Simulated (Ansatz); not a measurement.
Start from `FC(F)CC(F)(F)C(F)(F)F` and change one atom or group to get `CC(F)(F)CC(F)F`.

Ansatz, PBE0-D4/def2-TZVP geometries, multiplicity 1. Each molecule was computed in one conformer, which needn't be the lowest.

| property | `FC(F)CC(F)(F)C(F)(F)F` |
| --- | --- |
| LUMO energy (PBE/def2-TZVPP) / eV | 0.22 |
| zero-point energy (PBE0-D4/def2-TZVP) / kJ/mol | 207.8 |
| LUMO energy (PBE0/def2-TZVPP) / eV | 1.29 |
| size of the dipole moment (B3LYP/def2-TZVPP) / D | 1.15 |
| HOMO–LUMO gap (ωB97M-V/def2-TZVPP) / eV | 15.61 |
| size of the dipole moment (ωB97M-V/def2-TZVPP) / D | 1.15 |

Question: What does the change do to each property? (Estimate.)

Answer: The calculation gave: 
```
                                          property  `CC(F)(F)CC(F)F`  shift
                 LUMO energy (PBE/def2-TZVPP) / eV              0.44   0.22
    zero-point energy (PBE0-D4/def2-TZVP) / kJ/mol             268.1   60.3
                LUMO energy (PBE0/def2-TZVPP) / eV              1.28  -0.01
  size of the dipole moment (B3LYP/def2-TZVPP) / D              0.83  -0.32
           HOMO–LUMO gap (ωB97M-V/def2-TZVPP) / eV             14.88  -0.73
size of the dipole moment (ωB97M-V/def2-TZVPP) / D              0.83  -0.32
```

Dipoles are sizes alone; their direction can turn.

B3LYP here is the variant with VWN-RPA as its local correlation; programs differ in this.
